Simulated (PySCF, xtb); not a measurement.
SnOF2, SMILES [O]=[Sn]([F])[F].

Harmonic wavenumbers (cm⁻¹) from GFN2-xTB run with xtb 6.7.1 at its own minimum, in rising order: 94, 116, 125, 356, 444, 740.

Task: What does PBE-D3(BJ)/def2-SVP run with PySCF give at its own minimum? (Estimate from the structure and the level; the computed values follow.)

Result: 140, 144, 181, 607, 617, 797. Paired by order, the mean absolute difference is 102 cm⁻¹ and the zero-point energies are 2.7 and 3.6 kcal/mol.
